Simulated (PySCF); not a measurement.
Spinor energies of Hf(59+) (hafnium, charge +59)

Start: [Ne] 3s2 3p1; 3p1/2 filled at m_j = +1/2. Calculated with PySCF 2.14 in an even-tempered Gaussian basis (18 s from 18 bohr⁻², ratio 2.4; 14 p from 24 bohr⁻², ratio 2.4; 4 d from 78 bohr⁻², ratio 2.6; 4 f from 120 bohr⁻², ratio 2.6): generalised Hartree-Fock with the X2C-1e Hamiltonian and a Gaussian nucleus; one run each with spin-orbit coupling (SO) switched off, then screened by Boettger's factors.

```json
{"spinor shell": "1s1/2", "electrons": "2", "ε, spin-free (eV)": "-70496.6", "ε, screened SO (eV)": "-70474.0", "weight of nominal j (screened SO)": "1.000", "rms radius, screened SO (bohr)": "0.0215"}
{"spinor shell": "2s1/2", "electrons": "2", "ε, spin-free (eV)": "-15917.2", "ε, screened SO (eV)": "-15908.5", "weight of nominal j (screened SO)": "1.000", "rms radius, screened SO (bohr)": "0.0854"}
{"spinor shell": "2p1/2", "electrons": "2", "ε, spin-free (eV)": "-14558.9", "ε, screened SO (eV)": "-15433.6", "weight of nominal j (screened SO)": "1.000", "rms radius, screened SO (bohr)": "0.0726"}
{"spinor shell": "2p3/2", "electrons": "4", "ε, spin-free (eV)": "-14558.9", "ε, screened SO (eV)": "-14195.0", "weight of nominal j (screened SO)": "1.000", "rms radius, screened SO (bohr)": "0.0795"}
{"spinor shell": "3s1/2", "electrons": "2", "ε, spin-free (eV)": "-6435.9", "ε, screened SO (eV)": "-6432.8", "weight of nominal j (screened SO)": "1.000", "rms radius, screened SO (bohr)": "0.205"}
{"spinor shell": "3p1/2", "electrons": "1", "ε, spin-free (eV)": "-6061.9", "ε, screened SO (eV)": "-6291.4", "weight of nominal j (screened SO)": "1.000", "rms radius, screened SO (bohr)": "0.193"}
```

```
   quantity     spin-free   screened SO
E (hartree)  -11112.44755  -11133.47663
        M_J           1/2           1/2
       ⟨J²⟩         1.098         0.750
       ⟨L²⟩         2.001         2.025
       ⟨S²⟩         0.750         0.774
```

Each row is a mean over spinors that exchange with the open shell spreads, by up to 20.545 eV (2p1/2).

Breit and QED terms are absent; they matter most for the inner s and p1/2 levels.

Densities and radii are taken from the X2C orbitals without a picture-change correction, which distorts them close to the nucleus.

Without spin-orbit coupling the j labels of p, d and f shells carry no meaning; the spin-free column gives the mean over the occupied spinors of each nl shell, and its ⟨J²⟩ belongs to a mixture of degenerate components.
